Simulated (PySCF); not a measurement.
Species: C4H13AsSi.
Geometry (PBE0-D3(BJ)/def2-SVP, Å), atoms numbered from 1 in this order:
```
atom  x, y, z in Å
C1    -0.131   -1.365    0.825
C2    -0.525   -0.141   -0.006
C3    -1.537   -0.545   -1.083
C4    -1.127    0.935    0.900
Si5    1.023    0.555   -0.881
As6    2.631    1.244    0.724
H7    -1.022   -1.804    1.306
H8     0.579   -1.107    1.627
H9     0.332   -2.152    0.206
H10   -1.836    0.313   -1.707
H11   -1.138   -1.325   -1.751
H12   -2.453   -0.948   -0.614
H13   -2.031    0.548    1.403
H14   -0.423    1.255    1.685
H15   -1.423    1.831    0.331
H16    1.575   -0.472   -1.822
H17    0.650    1.769   -1.676
H18    3.645    1.594   -0.360
H19    3.192   -0.167    0.877
```

Method: PySCF 2.14.0, density-fitted response routines, TDDFT wB97X-D/def2-SVPD, vertical, gas phase, core orbitals frozen in the response. The wB97X-D/def2-SVPD calculation is non-relativistic and has no spin–orbit coupling, an omission that weighs most on arsenic.

Transition dipole moments from the ground state, in atomic units and in the frame of the coordinates above (overall signs are arbitrary), for the states with f of 0.002 or more among the lowest 7:

| state | E (hartree) | μx | μy | μz |
| --- | --- | --- | --- | --- |
| S1 | 0.2310 | 0.125 | 0.313 | -0.031 |
| S2 | 0.2395 | -0.161 | 0.293 | 0.358 |
| S3 | 0.2532 | -0.970 | -0.529 | -1.006 |
| S4 | 0.2710 | -0.404 | -0.117 | -0.021 |
| S5 | 0.2716 | -0.096 | -0.072 | -0.042 |
| S6 | 0.2795 | 0.356 | -0.079 | 0.274 |
| S7 | 0.2846 | 0.430 | 0.168 | -0.145 |

Q: Work out the oscillator strengths.

A: f = (2/3) ΔE |μ|² with ΔE in hartree (27.2114 eV).

```tsv
state	|μ|² (au)	|μ| (D)	f
S1	0.115	0.86	0.018
S2	0.240	1.25	0.038
S3	2.233	3.80	0.377
S4	0.177	1.07	0.032
S5	0.016	0.32	0.003
S6	0.208	1.16	0.039
S7	0.234	1.23	0.044
```

Q: What angle do the transition dipoles of S2 and S3 make?

A: |cos θ| = |μa·μb| / (|μa| |μb|) = 0.49, so θ ≈ 61° (taken between 0 and 90°, since the signs are arbitrary).

Q: What peak molar absorption coefficient would the strongest computed level give as a lone Gaussian band 0.4 eV wide at half height?

A: ε(max) = 2.175×10⁸ f / FWHM, with the width in cm⁻¹. S3: 2.175×10⁸ × 0.3770 / 3226 ≈ 25000 L mol⁻¹ cm⁻¹.

The vertical ionisation energy (ΔSCF) is 9.26 eV, 1.51 eV above S7.

On an Arm Neoverse V2 with one thread, no GPU, on a shared host, this took 3.7 min of wall time.

One conformer stands for the species.

Without π bonds the low states may be Rydberg-like; a valence basis with one diffuse set may place them up to an eV too high.
